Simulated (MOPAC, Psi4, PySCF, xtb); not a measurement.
Two rigid molecules brought together: H2O ··· CS2 (SMILES O and S=C=S). Monomers: optimised at B3LYP-D3(BJ) (def2-TZVP), held rigid. Orientation: lowest of the rigid-body minima from ten starts at GFN2-xTB. Only R, the distance of the centres of mass, is varied, so the lowest point isn't the relaxed dimer.

Methods: GFN1-xTB (xtb); PM3, restricted, heats of formation (MOPAC); RKS-M06-2X/6-31G* = restricted M06-2X/6-31G*, spherical d, no counterpoise correction run with PySCF 2.14.0; SAPT0/jun-cc-pVDZ, frozen core (Psi4).

Interaction energies in kcal/mol; the last columns give the difference from SAPT0:

| R / Å | GFN1-xTB | PM3 | RKS-M06-2X/6-31G* | SAPT0/jun-cc-pVDZ | GFN1-xTB − SAPT0/jun-cc-pVDZ | PM3 − SAPT0/jun-cc-pVDZ | RKS-M06-2X/6-31G* − SAPT0/jun-cc-pVDZ |
|---|---|---|---|---|---|---|---|
| 2.50 | 3.21 | 9.31 | 3.16 | 6.00 | -2.79 | 3.31 | -2.84 |
| 2.69 | 0.44 | 5.62 | -0.38 | 2.16 | -1.73 | 3.46 | -2.54 |
| 2.91 | -0.76 | 3.05 | -1.87 | 0.14 | -0.90 | 2.91 | -2.01 |
| 3.09 | -1.03 | 1.77 | -2.05 | -0.50 | -0.54 | 2.27 | -1.56 |
| 3.29 | -1.05 | 0.90 | -1.82 | -0.69 | -0.35 | 1.59 | -1.13 |
| 3.46 | -0.97 | 0.44 | -1.52 | -0.67 | -0.29 | 1.11 | -0.85 |
| 3.82 | -0.75 | -0.04 | -0.95 | -0.48 | -0.28 | 0.44 | -0.47 |
| 4.10 | -0.60 | -0.17 | -0.61 | -0.33 | -0.27 | 0.16 | -0.28 |
| 4.57 | -0.41 | -0.21 | -0.20 | -0.16 | -0.25 | -0.05 | -0.04 |
| 5.27 | -0.23 | -0.15 | 0.00 | -0.05 | -0.18 | -0.11 | 0.05 |
| 6.31 | -0.10 | -0.08 | 0.03 | 0.00 | -0.10 | -0.08 | 0.02 |
| 7.62 | -0.04 | -0.04 | 0.02 | 0.01 | -0.05 | -0.05 | 0.01 |

GFN1-xTB is furthest from SAPT0/jun-cc-pVDZ at 2.50 (-2.79 kcal/mol, below); its mean absolute difference over the points is 0.64 kcal/mol.

PM3 is furthest from SAPT0/jun-cc-pVDZ at 2.69 (3.46 kcal/mol, above); its mean absolute difference over the points is 1.29 kcal/mol.

RKS-M06-2X/6-31G* is furthest from SAPT0/jun-cc-pVDZ at 2.50 (-2.84 kcal/mol, below); its mean absolute difference over the points is 0.98 kcal/mol.
